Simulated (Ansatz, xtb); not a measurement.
# CH5Al2F: where a starting geometry ends

The starting geometry of this gas-phase singlet was built from a drawn formula by distance geometry and a force field; its bonds are those of `[F][AlH][CH2][AlH2]`.

```xyz
9

C    -0.5853   -0.0949    0.5713
Al   -2.4916   -0.5613    0.6062
Al    0.2388   -0.9307   -1.0352
F    -3.5614   -0.0779   -0.7682
H    -3.1461   -1.3799    1.8117
H    -0.4504    1.0012    0.5269
H    -0.0900   -0.5043    1.4818
H     1.4677   -1.9550   -0.8835
H    -0.2510   -0.5298   -2.4871
```

Question: Predict what it relaxes into with r2SCAN-D4/def2-SVP.

Answer: It keeps its bonds, and is `[F][AlH][CH2][AlH2]`.

The energy falls by 0.36 eV over 14 steps:

| step | E − E(last) (eV) |
| --- | --- |
| 1 | 0.361 |
| 2 | 0.130 |
| 4 | 0.021 |
| 5 | 0.012 |
| 7 | 0.005 |
| 8 | 0.004 |
| 10 | 0.001 |
| 11 | 0.001 |
| 13 | 0.000 |
| 14 | 0.000 |

Final geometry (Å):

```xyz
9

C    -0.6729   -0.0570    0.3805
Al   -2.4905   -0.6160    0.6942
Al    0.3337   -0.9244   -1.0366
F    -3.6949   -0.0063   -0.2920
H    -2.9612   -1.6403    1.8022
H    -0.7013    1.0285    0.1648
H    -0.1390   -0.2310    1.3356
H     1.0060   -2.3396   -0.7553
H     0.4508   -0.2468   -2.4696
```

From the same start GFN2-xTB ends elsewhere, differing in Al2–Al3 (2.70 against 3.33 Å here).

The end wasn't checked by frequencies. Run with Ansatz 0.2.0, 50 s on 1 thread of Arm Neoverse V1 (shared host).
